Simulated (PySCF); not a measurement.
**Polarisability and C₆ of Tl²⁺ (thallium, charge +2)**

[Xe] 4f14 5d9 6s1 6p1, one real determinant (an excited configuration). Computed with PySCF 2.14 in aug-cc-pVQZ-PP with one added diffuse shell each of s, p, d, f, g type with ECP60MDF (8s8p6d4f3g, 117 functions), with a scalar-relativistic core potential. Coupled (time-dependent) response in atomic units; α is the mean over directions.

```tsv
method	mean α (bohr³)	α xx, yy, zz	C₆ (like pair)	S(−4)
revPBE	16.16	15.19, 15.19, 18.10	110.6	82.53
```

S(−4) is the Cauchy moment in α(ω) = α(0) + S(−4) ω² + …

Spin-orbit coupling is absent.

α(iu) at revPBE:

```tsv
u (hartree)	α(iu) (bohr³)
0	16.16
0.0500	15.96
0.100	15.39
0.200	13.57
0.300	11.54
0.500	8.338
0.750	5.957
1.00	4.558
1.50	2.997
2.00	2.138
3.00	1.233
5.00	0.5442
```

A single London oscillator, α(iu) = α/(1 + u²/ω²), gives C₆ = (3/4) ω α². Matching the computed C₆ needs ω = 4 × 110.6 / (3 × 16.16²) = 0.565 hartree.

For an ion, C₆ is the dispersion term alone; charge-induced terms of lower order in 1/R come first.

The components differ because the open shell of this determinant is not spherical; for a pure term their mean is the scalar polarisability.

⟨L²⟩ = 8.01 against 12 for a pure F term, so this real determinant mixes terms. Energies and moments cover only the electrons outside the core potential. Spin-orbit coupling, absent here, splits the open shell strongly.
